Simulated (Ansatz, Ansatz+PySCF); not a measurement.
```
atom    x (Å)    y (Å)    z (Å)
   N   0.0000   0.0000   0.1216
   H   1.0762   0.0000  -0.3445
   H  -0.4679   0.8105  -0.2837
   H  -0.4679  -0.8105  -0.2837
```

Basis set: 6-31G (spherical functions). Frozen core: 1 orbital. Charge 0, multiplicity 1.

Computed with Ansatz (development build ahead of 0.2.0); each method stands on the lowest determinant of its kind that the runs found. Restricted open shells among the atoms or ions are ROHF, correlated in semicanonical orbitals with singles. Restricted functionals stand beside restricted open-shell atoms, which can lie above the unrestricted atoms usual in DFT and then raise those values.

(1) Give the atomization energy at this shape (free ground-state atoms in the same class of orbitals less the molecule, no zero-point energy) of singlet NH3 by PBE0 (unrestricted), PBE0 (restricted), RHF-CCSD(T), RHF-MP2, UHF-MP2, RHF, UHF.

Answers

(1)

```tsv
method	atomization energy
PBE0 (unrestricted)	11.47 eV
PBE0 (restricted)	11.50 eV
RHF-CCSD(T)	9.94 eV
RHF-MP2	9.73 eV
UHF-MP2	9.71 eV
RHF	7.22 eV
UHF	7.14 eV
```

Caution: the shape is not the minimum.

This basis has no polarisation functions and is too small for such energies, which can lie far from measured ones in either direction.
